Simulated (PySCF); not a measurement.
From one molecule to another.

First species: C4H12F2OSi2.
SMILES with atom numbers: `[CH3:1][C@@H:2]([F:3])[C@H:4]([CH2:5][F:6])[SiH2:7][O:8][SiH3:9]` (hydrogens: H10, H11, H12 on C1; H13 on C2; H14 on C4; H15, H16 on C5; H17, H18 on Si7; H19, H20, H21 on Si9)

Second species: C5H14FPSi.
SMILES: `CC(C)(CF)C[SiH2]P`

Levels: PBE0/pcSseg-1 for dipole moment, HOMO energy, LUMO energy and HOMO–LUMO gap; GFN2-xTB for rotational constant A and rotational constant C. Geometries: GFN2-xTB. Each structure is a single optimised conformer of the isolated species, non-relativistic unless stated; the electronic structure was computed with PySCF and density fitting.

Dipoles, sizes and rotational constants follow the conformer. The torsions of the flexible species, by atom-mapped SMILES:
- `[CH3:1][C@@H:2]([F:3])[C@H:4]([CH2:5][F:6])[SiH2:7][O:8][SiH3:9]`: C1–C2–C4–C5 66°, C2–C4–C5–F6 57°, C2–C4–Si7–O8 -172°
- `[CH3:1][C:2]([CH3:3])([CH2:4][F:5])[CH2:6][SiH2:7][PH2:8]`: C1–C2–C4–F5 -174°, C1–C2–C6–Si7 75°, C2–C6–Si7–P8 -46°, H–P8–Si7–C6 -71°, H–P8–Si7–C6 -164°

Values for the first species:

* Dipole moment: 1.78 D
* HOMO energy: -8.28 eV
* LUMO energy: -0.02 eV
* HOMO–LUMO gap: 8.26 eV
* Rotational constant A: 1.622 GHz
* Rotational constant C: 0.494 GHz

(1) Estimate the same properties for the second species, and the change in each.

## Answers

(1) 
```json
{"property": "dipole moment", "first": "1.78 D", "second": "1.75 D", "second less first": "-0.03 D"}
{"property": "HOMO energy", "first": "-8.28 eV", "second": "-7.43 eV", "second less first": "+0.85 eV"}
{"property": "LUMO energy", "first": "-0.02 eV", "second": "0.60 eV", "second less first": "+0.62 eV"}
{"property": "HOMO–LUMO gap", "first": "8.26 eV", "second": "8.03 eV", "second less first": "-0.23 eV"}
{"property": "rotational constant A", "first": "1.622 GHz", "second": "1.941 GHz", "second less first": "+0.319 GHz"}
{"property": "rotational constant C", "first": "0.494 GHz", "second": "0.772 GHz", "second less first": "+0.278 GHz"}
```

On the first: In atomic units the dipole is 0.70 e·bohr (1 au = 2.5417 D).

On the second: In atomic units the dipole is 0.69 e·bohr (1 au = 2.5417 D). A dipole of 1.75 D is allowed in C1, and pure rotational transitions are dipole-allowed.
